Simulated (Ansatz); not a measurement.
Basis sets compared for Cd₉H₂₄Se₉, a nanocrystal cut from wurtzite CdSe (hydrogen-capped). The state is a singlet with charge 0. Geometry r2SCAN-D4/def2-SVP. Ansatz on 11 threads of AMD EPYC 7R13 on a shared host and a whole NVIDIA H100 80GB HBM3; times are rough, and most runs start from earlier orbitals.

```xyz
42

Cd   -5.365   -2.773    0.827
Se   -4.584    0.479    1.460
Se   -2.329   -2.130    0.112
Cd   -1.989   -0.915   -2.304
Cd   -2.432    2.532    1.382
Se   -1.641    1.798   -1.123
Se    0.667   -1.233   -2.831
Cd    1.457   -0.730   -5.873
Cd    0.519    3.416   -1.514
Se    1.141    2.191   -4.153
Cd   -0.656   -2.131    2.264
Se   -0.594    0.839    2.475
Se    1.832   -2.296    1.162
Cd    2.771   -1.103   -1.102
Cd    1.664    2.369    2.419
Se    2.106    1.649   -0.174
Cd    4.106   -3.151    3.220
Se    3.357    0.161    3.472
H    -5.946   -2.405   -0.710
H    -5.036   -3.230    2.414
H    -5.596    1.355    0.847
H    -5.030    0.836    2.817
H    -1.975   -3.482   -0.352
H    -3.199   -0.698   -3.470
H    -3.045    3.998    1.951
H    -2.623    2.589   -1.882
H     0.628   -2.703   -2.905
H    -0.136   -0.658   -6.417
H     3.117   -0.795   -5.595
H     0.619    5.096   -1.645
H     0.280    3.114   -4.912
H     2.327    3.031   -4.389
H    -1.069   -2.642    3.826
H    -0.943    1.053    3.889
H     1.638   -3.625    0.560
H     4.401   -0.998   -1.550
H     2.041    3.795    3.239
H     3.386    2.351   -0.360
H     3.029   -3.558    4.449
H     5.374   -2.851    2.153
H     3.126    0.507    4.885
H     4.602    0.947    3.436
```

In the def2 sets Cd takes a core potential; there is no spin–orbit coupling. Single mean-field runs in def2-SVP, def2-TZVP are fitted with def2-universal-jkfit.

Binding counts from free atoms (Cd singlet, Se triplet, H doublet) in the same basis, without a counterpoise term.

```
           level  functions  energy (Eh)  HOMO (eV)  LUMO (eV)  binding per atom (eV)  wall time
 PBE-D4/def2-SVP        687  -23132.2235      -5.69      -2.41                   1.99      4.4 s
PBE0-D4/def2-SVP        687  -23132.8697      -6.73      -1.65                   1.98        6 s
```

Q: Estimate the rows for PBE-D4/def2-TZVP, PBE0-D4/def2-TZVP (with forces).

A: 
```
                          level  functions  energy (Eh)  HOMO (eV)  LUMO (eV)  binding per atom (eV)  wall time
               PBE-D4/def2-TZVP        936  -23135.2431      -5.71      -2.43                   1.96        6 s
PBE0-D4/def2-TZVP (with forces)        936  -23135.8706      -6.74      -1.65                   1.96       11 s
```
